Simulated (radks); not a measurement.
Values are calculated unless marked as measured or tabulated.
Excited configurations of Tm LXVIII: one electron is placed in a higher orbital outside 1s1. The ground configuration is [He]. Code: a radial shooting solver on a logarithmic mesh with Libxc functionals. Model: Dirac Kohn-Sham, LDA (Slater exchange, Perdew-Wang correlation), spin-unpolarised, spherical densities, point nucleus; open shells fill j = l - 1/2 first. Excitation = E - E(ground); binding = E(ion) - E, where the ion is the core of charge +68; n* = 68/sqrt(2 binding) in atomic units. These energies are relativistic, and a one-electron ion of charge +68 with no core already has n* below n in this formula (Dirac formula, point nucleus: 2p1/2 1.917, 3d3/2 2.969, 4s1/2 3.892, 5s1/2 4.887, 5d3/2 4.956, 5f5/2 4.977, 7d3/2 6.951). The quantum defect is therefore taken as that value minus n*, so that it holds no relativistic shift of the bare ion.

\begin{tabular}{lrrrr}
outer orbital & excitation (eV) & binding (eV) & quantum defect & <r> (bohr) \\ \hline
2p1/2 & 51089 & 17145.8 & 0.001 & 0.06500 \\
3d3/2 & 61116 & 7118.5 & -0.004 & 0.1495 \\
4s1/2 & 64068 & 4167.0 & 0.006 & 0.3314 \\
5s1/2 & 65593 & 2641.1 & 0.006 & 0.5237 \\
5d3/2 & 65676 & 2558.4 & -0.003 & 0.4966 \\
5f5/2 & 65700 & 2534.6 & -0.005 & 0.4577 \\
7d3/2 & 66933 & 1301.6 & -0.002 & 1.020 \\
\end{tabular}

The Delta-SCF ionisation energy is 68235 eV (NIST Atomic Spectra Database: 67965.3 eV, theoretical). Self-interaction in the functional shifts the binding energies and quantum defects, so they are the method's values and not measured ones. Spin polarisation and multiplet splitting are left out, so open shells lie too high by an amount that depends on their filling. Nuclear size, the Breit interaction and QED, all absent here, shift the 1s and 2s values of heavy ions.

Beside tabulated values, note that spin-unpolarised runs miss the spin-polarisation part of the exchange energy of open shells.
